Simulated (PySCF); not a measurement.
Two species compared at the same levels of theory.

First species: 2,2-dimethylbutanenitrile, C6H11N.
Geometry (PBE0-D3(BJ)/def2-SVP, Å), atoms numbered from 1 in this order:
```xyz
18
C6H11N angstrom
C      2.0203    0.3837   -0.0728
C      1.0481   -0.6661    0.4364
C     -0.4479   -0.3716    0.1858
C     -1.3008   -1.4804    0.8168
C     -0.7576   -0.2605   -1.3133
C     -0.7911    0.9044    0.8341
N     -1.0518    1.9096    1.3462
H      1.9924    0.4781   -1.1686
H      1.8006    1.3734    0.3571
H      3.0511    0.1212    0.2066
H      1.2622   -1.6435   -0.0290
H      1.1881   -0.8049    1.5211
H     -1.1079   -1.5640    1.8961
H     -2.3737   -1.2874    0.6722
H     -1.0560   -2.4445    0.3455
H     -0.2114    0.5689   -1.7830
H     -1.8319   -0.0954   -1.4795
H     -0.4696   -1.1966   -1.8163
```

Second species: hexanenitrile, C6H11N.
SMILES: `C(CCC)CC#N`

Levels: wB97X-D/def2-SVPD for dipole moment, HOMO energy, LUMO energy, HOMO–LUMO gap, static isotropic polarisability and electronic spatial extent ⟨r²⟩ about the centre of nuclear charge; TDDFT wB97X-D/def2-SVPD for lowest singlet excitation; PBE0-D3(BJ)/def2-SVP for rotational constant A and rotational constant C. Geometries: PBE0-D3(BJ)/def2-SVP. Each species is one conformer at its optimised geometry, gas phase, non-relativistic unless stated. Electronic properties by PySCF.

Dipoles, sizes and rotational constants follow the conformer. The torsions of the flexible species, by atom-mapped SMILES:
- `[CH3:1][CH2:2][C:3]([CH3:4])([CH3:5])[C:6]#[N:7]`: C1–C2–C3–C4 -177°
- `[CH3:1][CH2:2][CH2:3][CH2:4][CH2:5][C:6]#[N:7]`: C1–C2–C3–C4 180°, C2–C3–C4–C5 180°, C3–C4–C5–C6 -62°

Task: Which of the two has the higher S1 energy, and by how much?

Result: The first: 7.76 eV against 7.70 eV, a difference of 0.06 eV.

Task: Which of the two has the higher static isotropic polarisability, and by how much?

Result: The second: 76.8 au against 75.8 au, a difference of 1.0 au.

Task: Which has the higher ⟨r²⟩?

Result: The second: 1192 bohr² against 817 bohr², a difference of 375 bohr².

Task: Which has the higher rotational constant C?

Result: The first: 1.845 GHz against 0.986 GHz, a difference of 0.859 GHz.

Task: Which of the two has the higher LUMO energy, and by how much?

Result: The first: 2.08 eV against 2.01 eV, a difference of 0.07 eV.

Task: Which of the two has the higher rotational constant A, and by how much?

Result: The second: 5.460 GHz against 2.790 GHz, a difference of 2.670 GHz.

On the first: S1 lies 5.33 eV below the HOMO–LUMO gap. A dipole of 4.14 D is allowed in C1, and pure rotational transitions are dipole-allowed.

On the second: The principal polarisabilities are 65.7, 77.2 and 87.4 au; their mean is the isotropic value. The dipole equals about 13.8 × 10⁻³⁰ C·m (1 D = 3.33564 × 10⁻³⁰ C·m).
